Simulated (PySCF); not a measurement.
ZrBr4, SMILES [Br][Zr]([Br])([Br])[Br], multiplicity 1. Geometry: r2SCAN-D4/def2-SVP. The multiplicity is an assumed one; other spin states were not compared. The isomer is the one that the SMILES or the coordinates give; other isomers of the formula were not compared. The def2 effective core potentials stand for the cores of Zr; spin–orbit coupling is left out.

Computed equilibrium geometry at r2SCAN-D4/def2-SVP (PySCF confirms it by a frequency run) as bond lengths and angles, and its point group:
point group Td.
Atoms: Zr1 Br2 Br3 Br4 Br5. Bonds (Å): Zr1–Br2 2.477, Zr1–Br3 2.477, Zr1–Br4 2.477, Zr1–Br5 2.477. Angles (°): Br2–Zr1–Br3 109.5, Br2–Zr1–Br4 109.5, Br2–Zr1–Br5 109.5, Br3–Zr1–Br4 109.5, Br3–Zr1–Br5 109.5, Br4–Zr1–Br5 109.5.
